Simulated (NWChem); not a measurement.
System: SiH₄S₂O₂; SMILES S[Si](O)(S)O

The following NWChem deck was run.

```
start job
memory heap 200 mb stack 900 mb global 1100 mb
geometry units angstroms noautosym nocenter noautoz
  O     -1.251143    -0.203801     1.406689
  Si    -0.354057     0.014958     0.040183
  O     -1.446820     0.153823    -1.193691
  S      0.843522     1.783781    -0.025580
  S      0.979730    -1.641843    -0.055241
  H     -2.060752     0.316476     1.455331
  H     -1.100147     0.256031    -2.085201
  H      1.735519     1.333398     0.883631
  H      0.079843    -2.494556     0.485121
end
basis spherical
  O library def2-svp
  Si library def2-svp
  S library def2-svp
  H library def2-svp
end
dft
  xc pbe0
  iterations 150
end
cosmo
  do_cosmo_smd true
  solvent hexane
end
task dft energy
```

Parts of the log:

```
             Northwest Computational Chemistry Package (NWChem) 7.3.0
             --------------------------------------------------------

                             Geometry "geometry" -> ""
                             -------------------------

 Output coordinates in angstroms (scale by  1.889725989 to convert to a.u.)

  No.       Tag          Charge          X              Y              Z
 ---- ---------------- ---------- -------------- -------------- --------------
    1 O                    8.0000    -1.25114300    -0.20380100     1.40668900
    2 Si                  14.0000    -0.35405700     0.01495800     0.04018300
    3 O                    8.0000    -1.44682000     0.15382300    -1.19369100
    4 S                   16.0000     0.84352200     1.78378100    -0.02558000
    5 S                   16.0000     0.97973000    -1.64184300    -0.05524100
    6 H                    1.0000    -2.06075200     0.31647600     1.45533100
    7 H                    1.0000    -1.10014700     0.25603100    -2.08520100
    8 H                    1.0000     1.73551900     1.33339800     0.88363100
    9 H                    1.0000     0.07984300    -2.49455600     0.48512100

 Effective nuclear repulsion energy (a.u.)     378.2736895128

                                 NWChem DFT Module
                                 -----------------

 Summary of "ao basis" -> "ao basis" (spherical)
 ------------------------------------------------------------------------------
       Tag                 Description            Shells   Functions and Types
 ---------------- ------------------------------  ------  ---------------------
 O                          def2-svp                 6       14   3s2p1d
 Si                         def2-svp                 8       18   4s3p1d
 S                          def2-svp                 8       18   4s3p1d
 H                          def2-svp                 3        5   2s1p

 in cosmo_initialize ...
 calling solv_data for solv:hexane

 solvent parameters
 solvname_short: hexane
 solvname_long:  n-hexane
 dielec:        1.8819
 dielecinf:     1.8903
 nonaqueous SMD model solvent descriptors
 dielec:        1.8819
 sola:          0.0000
 solb:          0.0000
 solc:          0.0000
 solg:         25.7500
 solh:          0.0000
 soln:          1.3749

          ---------------
          -cosmo- solvent
          ---------------
 Cosmo: York-Karplus, doi: 10.1021/jp992097l
 dielectric constant -eps-     =   1.88
 screen = (eps-1)/(eps    )    =   0.46862
 surface charge correction     = lagrangian

   van der Waals surface
 --------------------------

 ---------- ATOMIC COORDINATES (A.U.) ------------ VDWR(ANG.) --
     1   -2.36431744   -0.38512805    2.65825676     2.294
     2   -0.66907071    0.02826652    0.07593486     2.470
     3   -2.73409335    0.29068332   -2.25574891     2.294
     4    1.59402545    3.37085731   -0.04833919     2.490
     5    1.85142124   -3.10263339   -0.10439035     2.490
     6   -3.89425661    0.59805292    2.75017681     1.200
     7   -2.07897638    0.48382843   -3.94045852     1.200
     8    3.27965536    2.51975685    1.66982047     1.200
     9    0.15088139   -4.71402730    0.91674576     1.200
 number of segments per atom =        128
 number of   points per atom =        128
 atom (   nspa,  nppa )
 ----------------------
    1 (     75,     0 )       0
    2 (      8,     0 )       0
    3 (     75,     0 )       0
    4 (     90,     0 )       0
    5 (     88,     0 )       0
    6 (      1,     0 )       0
    7 (      0,     0 )       0
    8 (     21,     0 )       0
    9 (     19,     0 )       0
 number of -cosmo- surface points =      377
 molecular surface =    177.912 angstrom**2
 molecular volume  =    187.619 angstrom**3
 -lineq- algorithm             =   0
 -bem- low  level              =   3
 -bem- from -octahedral-
 gaussian surface charge width =   4.50000
 degree of switching           =   1.00000
 switching function tolerance  =   0.00010
 atomic radii =
 --------------
    1  8.000  2.294
    2 14.000  2.470
    3  8.000  2.294
    4 16.000  2.490
    5 16.000  2.490
    6  1.000  1.200
    7  1.000  1.200
    8  1.000  1.200
    9  1.000  1.200
 ...... end of -cosmo- initialization ......

 nat:                     9
 ixmem:                  4523
 calling mnsol_interface()
 G(SMD-CDS) energy (kcal/mol)  =    -3.081
 SMD-CDS SASA (angstrom**2)    =   159.431

            General Information
            -------------------
          SCF calculation type: DFT
          Wavefunction type:  closed shell.
          No. of atoms     :     9
          No. of electrons :    66
           Alpha electrons :    33
            Beta electrons :    33
          Charge           :     0
          Spin multiplicity:     1
          Use of symmetry is: off; symmetry adaption is: off
          Maximum number of iterations: 150
          AO basis - number of functions:   102
                     number of shells:    48
          Convergence on energy requested:  1.00D-06
          Convergence on density requested:  1.00D-05
          Convergence on gradient requested:  5.00D-04

              XC Information
              --------------
                         PBE0 Method XC Functional
                     Hartree-Fock (Exact) Exchange  0.250
          PerdewBurkeErnzerhof Exchange Functional  0.750
            Perdew 1991 LDA Correlation Functional  1.000 local
           PerdewBurkeErnz. Correlation Functional  1.000 non-local

             Grid Information
             ----------------
          Grid used for XC integration:  medium
          Radial quadrature: Mura-Knowles
          Angular quadrature: Lebedev.
          Tag              B.-S. Rad. Rad. Pts. Rad. Cut. Ang. Pts.
          ---              ---------- --------- --------- ---------
          O                   0.60       49          11.0       434
          Si                  1.10       88           8.0       590
          S                   1.00       88          11.0       590
          H                   0.35       45          11.0       434
          Grid pruning is: on
          Number of quadrature shells:   542
          Spatial weights used:  Erf1

      Superposition of Atomic Density Guess
      -------------------------------------

 Sum of atomic energies:       -1234.81260500

      Non-variational initial energy
      ------------------------------

 Total energy =   -1236.383073
 1-e energy   =   -2461.217549
 2-e energy   =     846.560786
 HOMO         =      -0.324567
 LUMO         =       0.056513

   convergence    iter        energy       DeltaE   RMS-Dens  Diis-err
 ---------------- ----- ----------------- --------- --------- ---------
     COSMO gas phase
 d= 0,ls=0.0,diis     1  -1237.7614627990 -1.62D+03  1.38D-02  9.83D-01
 d= 0,ls=0.0,diis     2  -1237.7267901317  3.47D-02  7.64D-03  1.45D+00
 d= 0,ls=0.0,diis     3  -1237.8683712069 -1.42D-01  1.29D-03  3.22D-02
 d= 0,ls=0.0,diis     4  -1237.8711592980 -2.79D-03  5.77D-04  2.86D-03
 d= 0,ls=0.0,diis     5  -1237.8715607740 -4.01D-04  1.30D-04  1.89D-04
  Resetting Diis
 d= 0,ls=0.0,diis     6  -1237.8715861716 -2.54D-05  2.65D-05  8.27D-06
 d= 0,ls=0.0,diis     7  -1237.8715872693 -1.10D-06  1.35D-05  9.12D-07
 d= 0,ls=0.0,diis     8  -1237.8715871708  9.85D-08  7.74D-06  1.99D-06

   convergence    iter        energy       DeltaE   RMS-Dens  Diis-err
 ---------------- ----- ----------------- --------- --------- ---------
     COSMO solvation phase
 d= 0,ls=0.0,diis     1  -1237.8807298985 -9.14D-03  4.06D-04  3.98D-04
 d= 0,ls=0.0,diis     2  -1237.8808333081 -1.03D-04  1.22D-04  1.11D-04
 d= 0,ls=0.0,diis     3  -1237.8808466567 -1.33D-05  4.06D-05  1.89D-05
 d= 0,ls=0.0,diis     4  -1237.8808487663 -2.11D-06  1.22D-05  2.54D-06
 d= 0,ls=0.0,diis     5  -1237.8808490196 -2.53D-07  4.00D-06  1.93D-07

         Total DFT energy =    -1237.880849019634
      One electron energy =    -2464.829225234676
           Coulomb energy =      939.319408886263
    Exchange-Corr. energy =      -90.547061563120
 Nuclear repulsion energy =      378.273689512843

             COSMO energy =       -0.097660620944

 Numeric. integr. density =       65.999982613970

                                COSMO-SMD solvation results
                                ---------------------------

             internal energy in gas <Psi(g)|H|Psi(g)> =     -1237.871587170798
         internal energy in solvent <Psi(s)|H|Psi(s)> =     -1237.871464340422
                               delta internal energy  =         0.000122830376 (    0.08 kcal/mol)
   total free energy in solvent <Psi(s)|H+V/2|Psi(s)> =     -1237.875938841788
 polarization energy contribution <Psi(s)|V/2|Psi(s)> =        -0.004474501365 (   -2.81 kcal/mol)
    total free energy in solvent including G(SMD-CDS) =     -1237.880849019634
                       G(SMD-CDS) energy contribution =        -0.004910177846 (   -3.08 kcal/mol)
     1 M fixed-concentration free energy of solvation =        -0.009261848835 (   -5.81 kcal/mol)

                       DFT Final Molecular Orbital Analysis
                       ------------------------------------

 Vector   31  Occ=2.000000D+00  E=-3.162809D-01
              MO Center=  2.2D-01,  1.9D-01, -2.7D-02, r^2= 4.8D+00
   Bfn.  Coefficient  Atom+Function         Bfn.  Coefficient  Atom+Function
  ----- ------------  ---------------      ----- ------------  ---------------
    58      0.332786  4 S  py                75     -0.276052  5 S  px
    37      0.256899  3 O  py                55      0.252033  4 S  py
     5      0.209361  1 O  py                76      0.207004  5 S  py
    40      0.190836  3 O  py                72     -0.189217  5 S  px
    73      0.164356  5 S  py                23     -0.157879  2 Si py

 Vector   32  Occ=2.000000D+00  E=-2.785562D-01
              MO Center=  7.9D-01, -1.3D+00, -6.6D-02, r^2= 2.6D+00
   Bfn.  Coefficient  Atom+Function         Bfn.  Coefficient  Atom+Function
  ----- ------------  ---------------      ----- ------------  ---------------
    77      0.556846  5 S  pz                74      0.383078  5 S  pz
    71      0.219529  5 S  pz                75      0.198242  5 S  px
    76      0.147734  5 S  py                72      0.141390  5 S  px
    58      0.137080  4 S  py                36      0.110906  3 O  px
    73      0.107914  5 S  py                55      0.096460  4 S  py

 Vector   33  Occ=2.000000D+00  E=-2.783522D-01
              MO Center=  7.2D-01,  1.4D+00,  2.9D-02, r^2= 2.5D+00
   Bfn.  Coefficient  Atom+Function         Bfn.  Coefficient  Atom+Function
  ----- ------------  ---------------      ----- ------------  ---------------
    59      0.458203  4 S  pz                57     -0.343374  4 S  px
    56      0.317039  4 S  pz                54     -0.232241  4 S  px
    58      0.229764  4 S  py                53      0.181700  4 S  pz
    55      0.159194  4 S  py                51     -0.133396  4 S  px
    77     -0.131068  5 S  pz                 5     -0.118555  1 O  py

 Vector   34  Occ=0.000000D+00  E= 2.933395D-02
              MO Center=  7.3D-01,  4.9D-01,  1.0D-01, r^2= 5.9D+00
   Bfn.  Coefficient  Atom+Function         Bfn.  Coefficient  Atom+Function
  ----- ------------  ---------------      ----- ------------  ---------------
    94      0.940175  8 H  s                 50     -0.609644  4 S  s
    99      0.494832  9 H  s                 57     -0.429004  4 S  px
    35     -0.425108  3 O  s                 18      0.370379  2 Si s
    59     -0.369985  4 S  pz                17     -0.367680  2 Si s
    76      0.345262  5 S  py                27     -0.300076  2 Si pz

 Vector   35  Occ=0.000000D+00  E= 3.943080D-02
              MO Center=  4.0D-01, -8.6D-01,  2.6D-01, r^2= 5.7D+00
   Bfn.  Coefficient  Atom+Function         Bfn.  Coefficient  Atom+Function
  ----- ------------  ---------------      ----- ------------  ---------------
    99      1.000652  9 H  s                 68     -0.864947  5 S  s
    75      0.554984  5 S  px                25      0.547979  2 Si px
    18      0.517529  2 Si s                 94     -0.430237  8 H  s
    57      0.389519  4 S  px                58      0.300468  4 S  py
    59      0.286512  4 S  pz                98      0.258574  9 H  s

 Vector   36  Occ=0.000000D+00  E= 4.205616D-02
              MO Center= -4.9D-01, -2.4D-01,  2.0D-01, r^2= 5.9D+00
   Bfn.  Coefficient  Atom+Function         Bfn.  Coefficient  Atom+Function
  ----- ------------  ---------------      ----- ------------  ---------------
     3      0.624670  1 O  s                 18     -0.602884  2 Si s
    76      0.544272  5 S  py                84     -0.526838  6 H  s
    17     -0.501880  2 Si s                 89     -0.428553  7 H  s
    35      0.406995  3 O  s                 99      0.402160  9 H  s
    16     -0.257420  2 Si s                 58     -0.240889  4 S  py

     Multipole analysis of the density
     ---------------------------------

     L   x y z        total         alpha         beta         nuclear
     -   - - -        -----         -----         ----         -------
     0   0 0 0     -0.000000    -33.000000    -33.000000     66.000000

     1   1 0 0     -0.393519     -1.411847     -1.411847      2.430174
     1   0 1 0     -0.008595     -1.413981     -1.413981      2.819367
     1   0 0 1     -0.121379     -1.678571     -1.678571      3.235763

     2   2 0 0    -36.707996   -136.631204   -136.631204    236.554412
     2   1 1 0      0.179080      0.618162      0.618162     -1.057244
     2   1 0 1      0.267488      1.573628      1.573628     -2.879768
     2   0 2 0    -38.622899   -202.741920   -202.741920    366.860942
     2   0 1 1      0.274501      5.740502      5.740502    -11.206503
     2   0 0 2    -35.487900    -79.868818    -79.868818    124.249736
```

Level: PBE0/def2-SVP, SMD on the gas-phase geometry. The geometry was optimised at PBE0/def2-SVP. Solvent: n-hexane.
